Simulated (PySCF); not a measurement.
C₃H₈Cl₂Si₂, SMILES C[SiH2]/C=C/[SiH](Cl)Cl at its GFN2-xTB optimised geometry (Å):

```
15

Si    -0.9454    -2.8765    -4.1023
Cl    -2.9643    -2.8272    -4.1548
Cl    -0.2129    -1.9031    -5.7199
C     -0.3356    -2.0156    -2.5442
C     -1.1037    -1.5636    -1.5532
Si    -0.4806    -0.6894     0.0000
C     -1.1487    -1.6287     1.5091
H     -0.5271    -4.2706    -4.1889
H      0.7361    -1.8753    -2.4613
H     -2.1757    -1.7043    -1.6405
H     -0.9871     0.6894     0.0000
H      0.9871    -0.6894     0.0000
H     -2.2349    -1.6542     1.5089
H     -0.8323    -1.1554     2.4337
H     -0.7961    -2.6564     1.5276
```

Computed with PBE0/def2-TZVP (PySCF 2.14.0). Cells within 0.4 Å of a nucleus heavier than hydrogen are left out (blank, or x).

Map of the Laplacian of the electron density (e/bohr⁵), clipped to [-1.50, 1.50] on the plane z = 0.0 Å:

```
|55555555555555555555555555555|
|55555555555555555555555555555|
|55555555555555555555555555555|
|55555555555555555555555555555|
|55555555555555555555555555555|
|55555555555555555555555555555|
|55555555555555555555555555555|
|55555555555555555555555555555|
|55555555555555555555555555555|
|55555555555555555555555555555|
|55555555401455555555555555555|
|55555555400445555555555555555|
|55555555421345555555555555555|
|55555555433444555555555555555|
|55555555444666555555555555555|
|55555555559999754445555555555|
|55555555599xxx954433555555555|
|5555555559xxxx963200455555555|
|55555555599xxx954300455555555|
|555555555799x9954444555555555|
|55555555556999555555555555555|
|55555555555555555555555555555|
|55555555555555555555555555555|
|55555555555555555555555555555|
|55555555555555555555555555555|
|55555555555555555555555555555|
|55555555555555555555555555555|
|55555555555555555555555555555|
|55555555555555555555555555555|
```
Scale: ten equal steps from -1.50 (start of '0') to 1.50 (end of '9'), in the order '0123456789'; x runs from -3.00 to 3.00, y from -3.00 (bottom) to 3.00 (top).
